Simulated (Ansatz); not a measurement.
The cluster FeCl₃ (the lowest doublet isomer of a short search) was relaxed with PBE-D4 (def2-SVP) in Ansatz in these states: neutral quartet, neutral sextet. The geometries follow in no particular order.

A:

```xyz
4

Fe    0.048   -0.142   -0.021
Cl   -0.611    1.824    0.267
Cl    0.882   -0.374   -1.948
Cl   -0.318   -1.308    1.701
```

B:

Cartesian coordinates in Å:
```
Fe 0.0025 -0.0028 -0.0016
Cl 1.4243 1.5296 -0.5100
Cl -1.5389 -0.5468 -1.4003
Cl 0.1121 -0.9800 1.9119
```

Judge from the bond lengths which geometry belongs to which state (an estimate).

A is the neutral quartet (Fe1–Cl2 2.094 Å, Fe1–Cl4 2.112 Å, Fe1–Cl3 2.112 Å); B is the neutral sextet (Fe1–Cl2 2.151 Å, Fe1–Cl4 2.151 Å, Fe1–Cl3 2.151 Å).

At PBE-D4/def2-SVP the charge 0 quartet is spin-contaminated (final ⟨S²⟩ up to 3.95, 3.75 for a pure state). At PBE0-D4/def2-TZVP a sextet lies 0.92 eV below the neutral quartet. These are the stationary points nearest to one start from a short search; other shapes may lie lower in each state.
